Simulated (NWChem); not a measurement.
System: C2H5BO2; SMILES C1B(CO1)O

Here is an NWChem input.

```
start job
memory heap 200 mb stack 900 mb global 1100 mb
geometry units angstroms noautosym nocenter noautoz
  O     -0.081632     1.948077     0.000000
  B     -0.018341     0.609414     0.000000
  C     -1.088905    -0.551053     0.000000
  O     -0.004195    -1.499397     0.000000
  C      1.070702    -0.546578     0.000000
  H      0.781119     2.377529     0.000000
  H     -1.733938    -0.655397     0.892765
  H     -1.733938    -0.655397    -0.892765
  H      1.718462    -0.647946    -0.892456
  H      1.718462    -0.647946     0.892456
end
basis spherical
  * library def2-svp
end
dft
  xc b3lyp
  iterations 150
end
property
  efieldgrad
end
task dft property
```

NWChem printed, in part:

```
             Northwest Computational Chemistry Package (NWChem) 7.3.0
             --------------------------------------------------------

                             Geometry "geometry" -> ""
                             -------------------------

 Output coordinates in angstroms (scale by  1.889725989 to convert to a.u.)

  No.       Tag          Charge          X              Y              Z
 ---- ---------------- ---------- -------------- -------------- --------------
    1 O                    8.0000    -0.08163200     1.94807700     0.00000000
    2 B                    5.0000    -0.01834100     0.60941400     0.00000000
    3 C                    6.0000    -1.08890500    -0.55105300     0.00000000
    4 O                    8.0000    -0.00419500    -1.49939700     0.00000000
    5 C                    6.0000     1.07070200    -0.54657800     0.00000000
    6 H                    1.0000     0.78111900     2.37752900     0.00000000
    7 H                    1.0000    -1.73393800    -0.65539700     0.89276500
    8 H                    1.0000    -1.73393800    -0.65539700    -0.89276500
    9 H                    1.0000     1.71846200    -0.64794600    -0.89245600
   10 H                    1.0000     1.71846200    -0.64794600     0.89245600

 Effective nuclear repulsion energy (a.u.)     162.6406804334

                              NWChem Property Module
                              ----------------------

  itol2e modified to match energy
  convergence criterion.

                                 NWChem DFT Module
                                 -----------------

 Summary of "ao basis" -> "ao basis" (spherical)
 ------------------------------------------------------------------------------
       Tag                 Description            Shells   Functions and Types
 ---------------- ------------------------------  ------  ---------------------
 O                          def2-svp                 6       14   3s2p1d
 B                          def2-svp                 6       14   3s2p1d
 C                          def2-svp                 6       14   3s2p1d
 H                          def2-svp                 3        5   2s1p

  itol2e modified to match energy
  convergence criterion.

            General Information
            -------------------
          SCF calculation type: DFT
          Wavefunction type:  closed shell.
          No. of atoms     :    10
          No. of electrons :    38
           Alpha electrons :    19
            Beta electrons :    19
          Charge           :     0
          Spin multiplicity:     1
          Use of symmetry is: off; symmetry adaption is: off
          Maximum number of iterations: 150
          AO basis - number of functions:    95
                     number of shells:    45
          Convergence on energy requested:  1.00D-07
          Convergence on density requested:  1.00D-05
          Convergence on gradient requested:  5.00D-04

              XC Information
              --------------
                         B3LYP Method XC Potential
                     Hartree-Fock (Exact) Exchange  0.200
                        Slater Exchange Functional  0.800 local
                    Becke 1988 Exchange Functional  0.720 non-local
              Lee-Yang-Parr Correlation Functional  0.810
                  VWN I RPA Correlation Functional  0.190 local

             Grid Information
             ----------------
          Grid used for XC integration:  fine
          Radial quadrature: Mura-Knowles
          Angular quadrature: Lebedev.
          Tag              B.-S. Rad. Rad. Pts. Rad. Cut. Ang. Pts.
          ---              ---------- --------- --------- ---------
          O                   0.60       70          11.0       590
          B                   0.85       70           8.0       590
          C                   0.70       70          10.0       590
          H                   0.35       60          11.0       590
          Grid pruning is: on
          Number of quadrature shells:   650
          Spatial weights used:  Erf1

      Superposition of Atomic Density Guess
      -------------------------------------

 Sum of atomic energies:        -251.63231851

      Non-variational initial energy
      ------------------------------

 Total energy =    -254.287587
 1-e energy   =    -664.125260
 2-e energy   =     247.196992
 HOMO         =      -0.310236
 LUMO         =       0.034980

   convergence    iter        energy       DeltaE   RMS-Dens  Diis-err
 ---------------- ----- ----------------- --------- --------- ---------
 d= 0,ls=0.0,diis     1   -254.2522520176 -4.17D+02  1.28D-02  6.66D-01
 d= 0,ls=0.0,diis     2   -254.2323994990  1.99D-02  6.55D-03  1.06D+00
 d= 0,ls=0.0,diis     3   -254.3301205725 -9.77D-02  1.19D-03  4.93D-02
 d= 0,ls=0.0,diis     4   -254.3346317926 -4.51D-03  2.14D-04  5.96D-04
 d= 0,ls=0.0,diis     5   -254.3346846269 -5.28D-05  7.51D-05  7.70D-05
  Resetting Diis
 d= 0,ls=0.0,diis     6   -254.3346931770 -8.55D-06  1.80D-05  5.93D-06
 d= 0,ls=0.0,diis     7   -254.3346936131 -4.36D-07  1.98D-05  1.35D-06
 d= 0,ls=0.0,diis     8   -254.3346933910  2.22D-07  1.16D-05  3.73D-06
 d= 0,ls=0.0,diis     9   -254.3346937544 -3.63D-07  1.19D-06  1.93D-08
 d= 0,ls=0.0,diis    10   -254.3346937564 -1.95D-09  1.28D-07  1.78D-10

         Total DFT energy =     -254.334693756373
      One electron energy =     -668.542328092352
           Coulomb energy =      285.566322379490
    Exchange-Corr. energy =      -33.999368476900
 Nuclear repulsion energy =      162.640680433389

 Numeric. integr. density =       38.000001190816

                       DFT Final Molecular Orbital Analysis
                       ------------------------------------

 Vector   17  Occ=2.000000D+00  E=-2.932884D-01
              MO Center= -3.0D-01, -9.0D-01,  2.6D-11, r^2= 1.8D+00
   Bfn.  Coefficient  Atom+Function         Bfn.  Coefficient  Atom+Function
  ----- ------------  ---------------      ----- ------------  ---------------
    47      0.461372   4 O  py               50      0.340114   4 O  py
    33     -0.317389   3 C  py               16     -0.214388   2 B  s
    19     -0.181208   2 B  py               45     -0.151246   4 O  s
    61     -0.150326   5 C  py               17     -0.142115   2 B  s
    18     -0.134997   2 B  px               44     -0.120051   4 O  s

[...]

          -----------------------
          Electric field gradient
          -----------------------

 1 a.u. = 0.324123 10**(16) esu/cm**3  ( or statvolts/cm**2 ) = 0.97174 10**(22) v/m**2

 ------------------------------------------------------------
   Atom      X         Y         Z
 ------------------------------------------------------------
    1 O   -0.15426   3.68133   0.00000
 ------------------------------------------------------------

 Electric field gradient in molecular frame (a.u.)
         XX             YY             ZZ             XY             XZ             YZ
 ------------------------------------------------------------------------------------------
       -0.349861      -0.252090       0.601951      -0.947082       0.000000      -0.000000

 Principal components (a.u.) and orientation
 of principal axis w.r.t. absolute frame                      Asymmetry parameter eta
 --------------------------------------------------------------------------------------
       -1.249318       0.647368       0.601951                       0.036353

        0.725103      -0.688640      -0.000000
        0.688640       0.725103       0.000000
       -0.000000      -0.000000       1.000000

 ------------------------------------------------------------
   Atom      X         Y         Z
 ------------------------------------------------------------
    2 B   -0.03466   1.15163   0.00000
 ------------------------------------------------------------

 Electric field gradient in molecular frame (a.u.)
         XX             YY             ZZ             XY             XZ             YZ
 ------------------------------------------------------------------------------------------
        0.247906       0.164693      -0.412599       0.018503      -0.000000      -0.000000

 Principal components (a.u.) and orientation
 of principal axis w.r.t. absolute frame                      Asymmetry parameter eta
 --------------------------------------------------------------------------------------
       -0.412599       0.251834       0.160764                       0.220724

        0.000000       0.978192      -0.207701
        0.000000       0.207701       0.978192
        1.000000      -0.000000      -0.000000

 ------------------------------------------------------------
   Atom      X         Y         Z
 ------------------------------------------------------------
    3 C   -2.05773  -1.04134   0.00000
 ------------------------------------------------------------

 Electric field gradient in molecular frame (a.u.)
         XX             YY             ZZ             XY             XZ             YZ
 ------------------------------------------------------------------------------------------
       -0.059946      -0.010530       0.070476       0.339001       0.000000      -0.000000

 Principal components (a.u.) and orientation
 of principal axis w.r.t. absolute frame                      Asymmetry parameter eta
 --------------------------------------------------------------------------------------
       -0.375138       0.304662       0.070476                       0.624264

        0.732356       0.680922       0.000000
       -0.680922       0.732356      -0.000000
       -0.000000      -0.000000       1.000000

 ------------------------------------------------------------
   Atom      X         Y         Z
 ------------------------------------------------------------
    4 O   -0.00793  -2.83345   0.00000
 ------------------------------------------------------------

 Electric field gradient in molecular frame (a.u.)
         XX             YY             ZZ             XY             XZ             YZ
 ------------------------------------------------------------------------------------------
       -1.766185      -0.193082       1.959267      -0.029358      -0.000000      -0.000000

 Principal components (a.u.) and orientation
 of principal axis w.r.t. absolute frame                      Asymmetry parameter eta
 --------------------------------------------------------------------------------------
        1.959267      -1.766733      -0.192535                       0.803463

       -0.000000       0.999826      -0.018653
       -0.000000       0.018653       0.999826
        1.000000       0.000000       0.000000

 ------------------------------------------------------------
   Atom      X         Y         Z
 ------------------------------------------------------------
    5 C    2.02333  -1.03288   0.00000
 ------------------------------------------------------------

 Electric field gradient in molecular frame (a.u.)
         XX             YY             ZZ             XY             XZ             YZ
 ------------------------------------------------------------------------------------------
       -0.051811      -0.012320       0.064130      -0.320922       0.000000       0.000000

 Principal components (a.u.) and orientation
 of principal axis w.r.t. absolute frame                      Asymmetry parameter eta
 --------------------------------------------------------------------------------------
       -0.353594       0.289464       0.064130                       0.637267

        0.728495      -0.685051       0.000000
        0.685051       0.728495       0.000000
       -0.000000       0.000000       1.000000

 ------------------------------------------------------------
   Atom      X         Y         Z
 ------------------------------------------------------------
    6 H    1.47610   4.49288   0.00000
 ------------------------------------------------------------

 Electric field gradient in molecular frame (a.u.)
         XX             YY             ZZ             XY             XZ             YZ
 ------------------------------------------------------------------------------------------
       -0.317979       0.078314       0.239665      -0.278920      -0.000000      -0.000000

 Principal components (a.u.) and orientation
 of principal axis w.r.t. absolute frame                      Asymmetry parameter eta
 --------------------------------------------------------------------------------------
       -0.461970       0.239665       0.222306                       0.037577

        0.888578       0.000000      -0.458725
        0.458725      -0.000000       0.888578
        0.000000       1.000000       0.000000

 ------------------------------------------------------------
   Atom      X         Y         Z
 ------------------------------------------------------------
    7 H   -3.27667  -1.23852   1.68708
 ------------------------------------------------------------

 Electric field gradient in molecular frame (a.u.)
         XX             YY             ZZ             XY             XZ             YZ
 ------------------------------------------------------------------------------------------
       -0.004140       0.141682      -0.137542      -0.014658       0.201484       0.037320

 Principal components (a.u.) and orientation
 of principal axis w.r.t. absolute frame                      Asymmetry parameter eta
 --------------------------------------------------------------------------------------
       -0.286602       0.153411       0.133191                       0.070553

       -0.581441       0.476473       0.659469
       -0.090356       0.767737      -0.634363
        0.808555       0.428432       0.403341

 ------------------------------------------------------------
   Atom      X         Y         Z
 ------------------------------------------------------------
    8 H   -3.27667  -1.23852  -1.68708
 ------------------------------------------------------------

 Electric field gradient in molecular frame (a.u.)
         XX             YY             ZZ             XY             XZ             YZ
 ------------------------------------------------------------------------------------------
       -0.004140       0.141682      -0.137542      -0.014658      -0.201484      -0.037320

 Principal components (a.u.) and orientation
 of principal axis w.r.t. absolute frame                      Asymmetry parameter eta
 --------------------------------------------------------------------------------------
       -0.286602       0.153411       0.133191                       0.070553

        0.581441       0.476473       0.659469
        0.090356       0.767737      -0.634363
        0.808555      -0.428432      -0.403341

 ------------------------------------------------------------
   Atom      X         Y         Z
 ------------------------------------------------------------
    9 H    3.24742  -1.22444  -1.68650
 ------------------------------------------------------------

 Electric field gradient in molecular frame (a.u.)
         XX             YY             ZZ             XY             XZ             YZ
 ------------------------------------------------------------------------------------------
       -0.004887       0.140238      -0.135351       0.013213       0.201320      -0.035179

 Principal components (a.u.) and orientation
 of principal axis w.r.t. absolute frame                      Asymmetry parameter eta
 --------------------------------------------------------------------------------------
       -0.284832       0.152424       0.132408                       0.070276

       -0.584374      -0.509206       0.631835
        0.084955       0.735949       0.671686
        0.807025      -0.446193       0.386810

[...]
```

Level: B3LYP/def2-SVP. The geometry was optimised at PBE0/def2-SVP. NWChem prints the field gradient with the sign opposite to the second derivative of the potential.
